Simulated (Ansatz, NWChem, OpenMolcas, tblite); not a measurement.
## C2HClFIn (SMILES C#[C][In]([F])[Cl]): methods side by side

C2HClFIn has 6 atoms, charge 0, and is taken as a singlet. As SMILES, `C#[C][In]([F])[Cl]`. The coordinates come from a PBE0-D4/def2-TZVP relaxation.

```xyz
6

C     1.0883    0.3403    1.7008
C     0.4389    0.1201    0.7087
In   -0.6558   -0.2357   -0.9847
F    -1.7736   -1.8066   -1.1237
Cl   -0.7592    1.0495   -2.8809
H     1.6615    0.5324    2.5799
```

Quantity: the energy change with the In3–Cl5 bond stretched from 2.293 to 2.981 Å, in eV. The values are calculated.

| level | kind | program | value (eV) | CPU time (all runs) |
| --- | --- | --- | --- | --- |
| IPEA1-xTB | semi-empirical | tblite | 2.11 | under 2 s |
| HF/def2-SVP (core potential) (unrestricted) | Hartree–Fock | OpenMolcas | 1.58 | 15 s |
| PBE/def2-SVP (core potential) (restricted) | GGA | NWChem | 1.24 | 53 s |
| revPBE/def2-SVP (core potential) (restricted) | GGA | OpenMolcas | 1.15 | 52 s |
| M06-L/def2-SVP (core potential) (restricted) | meta-GGA | OpenMolcas | 1.33 | 69 s |
| r2SCAN0/def2-SVP (core potential) (restricted) | hybrid meta-GGA | Ansatz | 1.56 | 36 s |
| wB97M-V/def2-SVP (core potential) (restricted) | range-separated hybrid | Ansatz | 1.59 | 3 min |
| RPA@PBE0/def2-SVP (core potential) (restricted) | RPA | Ansatz | 1.44 | 30 s |
| MP2/def2-SVP (core potential) (restricted) | perturbation theory | OpenMolcas | 1.57 | 14 s |
| CCSD/def2-SVP (core potential) (restricted) | coupled cluster or CI | Ansatz | 1.53 | 52 s |

The first shape isn't each level's own minimum. The values span 1.15 to 2.11 eV. In the correlated wave-function rows the outer d shell of In is correlated, in sets not made for it. CPU times are rough (shared hosts, several kinds of processor and program).
